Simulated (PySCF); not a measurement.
F$_{4}$Ta, doublet, at a GFN2-xTB geometry (such geometries of metal compounds can be far from the true shape) (the multiplicity is a formal guess) (core potentials on Ta). Base run: PySCF with B3LYP/def2-SV(P).

The PySCF input:
```python
from pyscf import gto, scf, dft

mol = gto.Mole()
mol.atom = '''
    Ta    0.00000000    0.00000000   -0.00000000
    F     0.51886739    1.16694161   -1.28956491
    F     0.10389302   -1.25026783    1.31148402
    F    -0.44161278   -1.25382413   -1.23566053
    F    -0.18114763    1.33715035    1.21374142
'''
mol.basis = 'def2-sv(p)'
mol.ecp = {'Ta': 'def2-sv(p)'}
mol.spin = 1
mol.verbose = 4
mol.build()

mf = dft.UKS(mol)
mf.xc = 'b3lyp'
mf.kernel()
```

The base run was repeated with changes; each row names its change, and settings that it needs were set with it.

```
change                                                                                                                                 basis functions        E (Eh)  HOMO (eV)  dipole (D)
-------------------------------------------------------------------------------------------------------------------------------------  ---------------  ------------  ---------  ----------
base                                                                                                                                                81    -456.28707      -7.33        0.00
basis = jorge-DZP-DKH; relativity = none (without mol.ecp = {'Ta': 'def2-sv(p)'})                                                                  120  -13468.85655      -5.41        0.00
basis = x2c-SVPall; relativity = spin-free X2C; nucleus = Gaussian (with mol.nucmod = 'G'; without mol.ecp = {'Ta': 'def2-sv(p)'})                 122  -16004.58206      -7.37        0.00
basis = x2c-SVPall; relativity = spin-free X2C (without mol.ecp = {'Ta': 'def2-sv(p)'})                                                            122  -16006.28314      -7.37        0.00
basis = x2c-SVPall; relativity = none (without mol.ecp = {'Ta': 'def2-sv(p)'})                                                                     122  -13688.07236      -8.18        0.00
basis = ANO-RCC-VDZP; relativity = spin-free X2C; nucleus = Gaussian (with mol.nucmod = 'G'; without mol.ecp = {'Ta': 'def2-sv(p)'})               124  -16005.32984      -7.64        0.00
basis = ANO-RCC-VDZP; relativity = spin-free X2C (without mol.ecp = {'Ta': 'def2-sv(p)'})                                                          124  -16007.40218      -7.64        0.00
basis = jorge-DZP-DKH; relativity = spin-free X2C; nucleus = Gaussian (with mol.nucmod = 'G'; without mol.ecp = {'Ta': 'def2-sv(p)'})              120  -15663.87192      -4.33        0.00
basis = ANO-RCC-VDZP; relativity = none (without mol.ecp = {'Ta': 'def2-sv(p)'})                                                                   124  -13532.76430      -7.84        0.01
basis = jorge-DZP-DKH; relativity = spin-free X2C (without mol.ecp = {'Ta': 'def2-sv(p)'})                                                         120  -15665.25840      -4.33        0.00
```

Total energies compare only within one method and basis.

Open shells are given as the SCF converged; they aren't shown to be the lowest states, and a large step between rows can be another state.

Basis sets contracted for a relativistic Hamiltonian are a mismatch without it, so the rows without relativity aren't non-relativistic limits. No row has spin-orbit coupling; sets with core potentials leave out the core electrons.
